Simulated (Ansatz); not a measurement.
A nudged elastic band was laid between two geometries of CH₇FOSi₂ (12 atoms, charge 0, multiplicity 1).

All numbers below come from RKS B3LYP-D4/def2-SVP (Ansatz).

* movable images: 5
* climbing image: yes
* spring: 5.0 eV/Å²
* optimiser: quadratic models (default)
* start path: through a guess of the saddle point
* force threshold: 0.05 eV/Å
* iteration limit: 60
* end points: relaxed

First end point:

```xyz
12
Properties=species:S:1:pos:R:3
F -1.569 0.327 0.420
C -0.523 -0.349 -0.219
Si -0.296 -2.054 0.635
O 0.649 0.377 -0.089
Si 0.792 2.028 -0.417
H -0.824 -0.423 -1.284
H 0.811 -2.791 -0.036
H -1.562 -2.831 0.516
H 0.027 -1.814 2.067
H 0.290 2.857 0.711
H 2.245 2.265 -0.609
H 0.035 2.354 -1.661
```

Last end point:

```xyz
12
Properties=species:S:1:pos:R:3
F -1.625 0.112 -0.291
C -0.339 -0.432 -0.381
Si -0.293 -2.047 0.659
O 0.583 0.460 0.138
Si 0.656 2.100 -0.261
H -0.161 -0.594 -1.465
H -1.288 -3.011 0.108
H -0.637 -1.699 2.063
H 1.073 -2.635 0.583
H -0.358 2.892 0.485
H 2.021 2.537 0.125
H 0.445 2.263 -1.730
```

Problem. Which bonds break or form, and what moves?

Solution. No bond is made or broken. The dihedral F1–C2–Si3–H9 goes from -60 to -180°. The two ends are copies of one structure, up to a mirror image or an exchange of like atoms.

Problem. Give the energies along the band, and the barrier.

Solution. It converged. The highest image is number 2 of 0 to 6, 2.5 kcal/mol above the ends, which have the same energy within 2 meV. A vibrational analysis at the climbing image gives one clearly imaginary mode, 153i cm⁻¹: a first-order saddle point.

| image | path coordinate (Å) | energy (kcal/mol) | dihedral F1–C2–Si3–H9 (°) |
| --- | --- | --- | --- |
| 0 | 0.00 | 0.0 | -60 |
| 1 | 1.09 | 1.1 | -87 |
| 2 | 2.18 | 2.5 | -121 |
| 3 | 2.73 | 2.1 | -139 |
| 4 | 3.28 | 1.1 | -155 |
| 5 | 3.83 | 0.3 | -169 |
| 6 | 4.38 | 0.0 | -180 |

Problem. What is the geometry of the highest image?

Solution. 
```xyz
12
Properties=species:S:1:pos:R:3
F -1.648 0.211 -0.048
C -0.410 -0.383 -0.307
Si -0.295 -2.072 0.635
O 0.603 0.458 0.117
Si 0.710 2.093 -0.295
H -0.373 -0.513 -1.409
H -0.123 -3.166 -0.367
H -1.554 -2.295 1.398
H 0.872 -2.051 1.556
H -0.177 2.933 0.552
H 2.128 2.466 -0.064
H 0.346 2.264 -1.733
```

Problem. What are the harmonic wavenumbers there?

Solution. 153i, 60, 130, 142, 226, 314, 495, 588, 619, 709, 732, 777, 792, 915, 944, 944, 946, 963, 975, 1024, 1187, 1324, 1361, 2218, 2223, 2242, 2250, 2252, 2264, 2973 cm⁻¹.

The band took 32 iterations and of the order of 27 core-minutes.

Time of the run: 14 min on 2 threads of Arm Neoverse N1, on a shared host, peak memory 0.29 GiB.
